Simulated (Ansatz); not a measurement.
Two isomers of C2H7FGaN: A = `[CH3][Ga]([NH2])[CH2]F`, B = `C[NH][GaH][CH2]F`.

Computed with Ansatz on PBE0-D4/def2-TZVP structures; ΔE is electronic, products minus reactants. CCSD(T)/CBS is the MP2 limit (def2-TZVPP, def2-QZVPP) plus CCSD(T) − MP2 in def2-TZVPP, frozen cores. DFT in def2-TZVPP. B3LYP here is the variant with VWN-RPA as its local correlation; programs differ in this. For Ga outer-core shells are correlated without core-valence functions, which leaves a few kJ/mol of doubt a bond. Scalar relativity is left out up to krypton. Each species was taken in one conformer, which may not be the lowest.

A:

```xyz
12

C    -1.054    1.591   -0.103
Ga   -0.078   -0.089    0.136
N    -0.598   -1.256    1.434
C     1.491   -0.665   -0.950
F     1.806    0.297   -1.912
H    -1.869    1.691    0.615
H    -1.469    1.647   -1.112
H    -0.378    2.441    0.014
H    -1.374   -1.092    2.054
H    -0.157   -2.139    1.625
H     2.380   -0.817   -0.328
H     1.299   -1.608   -1.472
```

B:

Z-matrix (Å, degrees):
```
C
N 1 1.446
H 1 1.097 2 112.0
H 1 1.090 2 110.0 3 119.5
H 1 1.097 2 112.0 3 -121.0
Ga 2 1.811 1 129.4 3 -119.5
H 2 1.008 1 112.9 3 60.4
C 6 1.990 2 120.0 1 -0.1
H 6 1.565 2 116.9 1 -180.0
F 8 1.395 6 113.1 2 0.2
H 8 1.096 6 110.7 2 121.1
H 8 1.096 6 110.7 2 -120.7
```

**Question.** Which is lower in electronic energy at CCSD(T)/CBS, and by how much? (Estimate.)

**Answer.** Ansatz gave: A, by 18.6 kcal/mol.

**Question.** Give E(B) − E(A) in kcal/mol with ωB97M-V, B3LYP-D4, r2SCAN-D4, PBE-D4, PBE0-D4, CCSD/def2-TZVPP, B3LYP. (An estimate is asked.)

**Answer.** The calculation gave: ωB97M-V 17.5, B3LYP-D4 16.4, r2SCAN-D4 17.4, PBE-D4 16.3, PBE0-D4 16.9, CCSD/def2-TZVPP 17.8, B3LYP 16.7. None reverses the order clearly.

Largest T1 diagnostic: 0.014.

In def2-TZVPP, CCSD(T) changes the Hartree–Fock value by +1.3 kcal/mol (the triples alone add −0.1 kcal/mol) and MP2 by +2.6 kcal/mol.
